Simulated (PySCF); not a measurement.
# Zr⁺: ionisation energy

Zr⁺ [Kr] 4d2 5s1 (4F) → Zr²⁺ [Kr] 4d2 (3F), as a difference of total energies. All numbers are calculated (PySCF 2.14, scalar relativity by spin-free X2C-1e, in ANO-RCC-VTZP). Correlated levels: valence and next inner shell: [Ar] 3d10 frozen. The calculations carry no spin-orbit coupling.

| method | ionisation energy (eV) |
| --- | --- |
| UHF | 12.269 |
| MP2 (valence and next inner shell) | 12.966 |
| SCS-MP2 (valence and next inner shell) | 12.748 |
| CCSD (valence and next inner shell) | 12.906 |
| CCSD(T) (valence and next inner shell) | 12.950 |

Task: How much does correlation contribute at CCSD(T) (valence and next inner shell)?

Result: 12.950 − (12.269) = 0.681 eV, measured against UHF.

A first-order spin-orbit estimate (lowest level to lowest level, LS coupling) adds -0.010 eV.

Errors of the correlated levels include the incompleteness of this basis and the frozen core.

For comparison: 13.13 eV (measured; NIST Atomic Spectra Database, ionization energies).
